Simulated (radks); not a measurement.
Task: I II, 52 electrons, occupied as [Kr] 4d10 5s1.5 5p4 4f0.5 (fractional occupations, a model configuration). Method: non-relativistic Kohn-Sham, SCAN, spin-polarised, spherical densities, point nucleus; open shells are filled with parallel spins first (spin-orbit coupling, left out, can overturn this in heavy ions); meta-GGA in the generalised Kohn-Sham scheme; relativity is left out, which matters for an element this heavy; computed with a radial shooting solver on a logarithmic mesh with Libxc functionals. Some entries of the table are withheld. Estimate them.

orbital  occ.  eigenvalue (hartree)  <r^2> (bohr^2)
1s up       1             -1165.523        0.001101
1s down     1             -1165.519        0.001101
2s up       1             -176.6448         0.01788
2s down     1             -176.6426         0.01788
2p up       3             -165.8825         0.01344
2p down     3             -165.8787         0.01344
3s up       1             -36.23790          0.1221
3s down     1             -36.23535          0.1221
3p up       3             -31.68388          0.1170
3p down     3             -31.67990          0.1170
3d up       5             -23.27683         0.09866
3d down     5             -23.27226         0.09865
4s up       1              -6.81421          0.6683
4s down     1              -6.80573          0.6683
4p up       3              -5.20721          0.7374
4p down     3              -5.19829          0.7358
4d up       5              -2.48246          0.9806
4d down     5              -2.46735          0.9667
5s up       1                   (1)           4.372
5s down   0.5                   (2)           4.398
5p up       3              -0.72794             (3)
5p down     1              -0.63195             (4)
4f up     0.5              -0.07386           114.8

Result: 
(1) 5s up eigenvalue (hartree): -1.10127
(2) 5s down eigenvalue (hartree): -0.99141
(3) 5p up <r^2> (bohr^2): 5.725
(4) 5p down <r^2> (bohr^2): 6.049
